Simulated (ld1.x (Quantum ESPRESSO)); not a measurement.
## What one change does to a pseudopotential (Rh, RRKJ)

* Element: rhodium
* Generator: ld1.x (Quantum ESPRESSO) 7.5
* Type: norm-conserving RRKJ (Kleinman–Bylander form)
* Functional: revPBE
* Relativity: scalar-relativistic
* Frozen core: [Ar] 3d10
* Valence charge: 17
* Reference configuration: 4s2 4p6 4d6 5s0 5p0 (charge +3)
* Partial waves: 4p (bound): rc 1.50 bohr; 4d (bound): rc 1.30 bohr; 4s (bound): rc 1.15 bohr
* Local potential: the s channel
* Core correction: Bessel-smoothed model core inside 0.65 bohr

Change: wave 4p (bound): rc 1.50 bohr becomes 4p (bound): rc 1.14 bohr.

Cutoffs: the cutoffs (Ry, on a coarse ladder) from which the occupation-weighted sum of valence levels, in a spherical-Bessel basis at the reference potential, stays within 10 and 1 mRy of its value at 400 Ry; they do not see the model core or the augmentation charge, which bear on the density cutoff. Errors are all-electron minus pseudo energies relative to the spin-unpolarised reference configuration.

**Question.** How do hardness, ghosts and transferability respond?

**Answer.** The potential gets neither clearly harder nor softer (110 Ry and 200 Ry → 120 Ry and 200 Ry); the s channel sets the loose cutoff, while the largest relative change is in p, which becomes harder; of the 7 tests that both files solve, the error grows in 0 and shrinks in 1 by more than 15 % and 0.3 meV (median size 60.6 → 39.2 meV); neither file shows a bound ghost.

| quantity | base | changed |
| --- | --- | --- |
| cutoff, loose | 110 Ry | 120 Ry |
| cutoff, tight | 200 Ry | 200 Ry |
| loose cutoff by channel (10 mRy a level) | p 40 Ry, d 45 Ry, s 100 Ry | p 90 Ry, d 45 Ry, s 100 Ry |
| bound ghosts | none | none |
| error for 4s2 4p6 4d8 5s1 5p0, meV [ΔE -59.18 eV] | +158 | +157 |
| error for 4s2 4p6 4d8 5s0 5p0, meV [ΔE -51.85 eV] | +21 | +20 |
| error for 4s2 4p6 4d7 5s0 5p0, meV [ΔE -32.43 eV] | +8.9 | +8.6 |
| error for 4s2 4p6 4d7 5s2 5p0, meV [ΔE -56.66 eV] | +358 | +356 |
| error for 4s2 4p6 4d9 5s0 5p0, meV [ΔE -60.13 eV] | +27 | +28 |
| error for 4s2 4p6 4d8.5 5s0.5 5p0, meV [ΔE -59.83 eV] | +86 | +85 |
| error for 4s2 4p6 4d8 5s0 5p1, meV [ΔE -55.62 eV] | +61 | +39 |
